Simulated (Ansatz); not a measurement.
Reaction (substitution at a C–O bond): `COB(Cl)Cl` + `C[O][Ge][OH]` → `C[O][Ge][O]C` + `OB(Cl)Cl`

Calculated with Ansatz (gas phase, PBE0-D4/def2-TZVP geometries, no zero-point term in ΔE). CBS: MP2 limit from def2 TZ/QZ plus the TZ coupled-cluster correction, frozen cores. This one scheme is used for every species. Functionals use def2-TZVPP. For Ge outer-core shells are correlated without core-valence functions, which leaves a few kJ/mol of doubt a bond. Scalar relativity is left out up to krypton. Each species was taken in one conformer, which may not be the lowest.

```
       species  B2PLYP energy (Eh)
   `COB(Cl)Cl`         -1060.22952
`C[O][Ge][OH]`         -2267.59264
`C[O][Ge][O]C`         -2306.86183
    `OB(Cl)Cl`         -1020.95843
```

Q: Work out ΔE.

A: ΔE = (-2306.86183) + (-1020.95843) − (-1060.22952) − (-2267.59264) = 0.00190 Eh = +5.0 kJ/mol. CCSD(T)/CBS gives +6.4 kJ/mol.

Largest T1 diagnostic among the species: 0.015.
